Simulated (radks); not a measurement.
Problem. Ho2+, 65 electrons, occupied as [Xe] 4f11 (the NIST ground configuration). Method: scalar-relativistic Kohn-Sham, r2SCAN, spin-unpolarised, spherical densities, finite nucleus; meta-GGA in the generalised Kohn-Sham scheme; Fermi nuclear charge, rms radius 5.2022 fm; computed with a radial shooting solver on a logarithmic mesh with Libxc functionals. Some entries of the table are withheld. Estimate them.

orbital,occ.,eigenvalue (hartree),<1/r> (bohr^-1),<r> (bohr)
1s,2,-2042.612,76.04,0.02074
2s,2,-342.9282,17.70,0.08807
2p,6,-303.7483,16.38,0.07807
3s,2,-77.30017,6.533,0.2295
3p,6,(1),6.107,0.2286
3d,10,-49.98927,5.781,(2)
4s,2,-15.84338,2.743,0.5191
4p,6,-11.86524,(3),0.5502
4d,10,-6.46807,2.218,0.5969
5s,2,-2.42592,1.032,1.280
5p,6,-1.50286,0.8634,1.505
4f,11,-0.62245,1.605,0.8394

Solution. 
(1) 3p eigenvalue (hartree): -65.26613
(2) 3d <r> (bohr): 0.2079
(3) 4p <1/r> (bohr^-1): 2.515
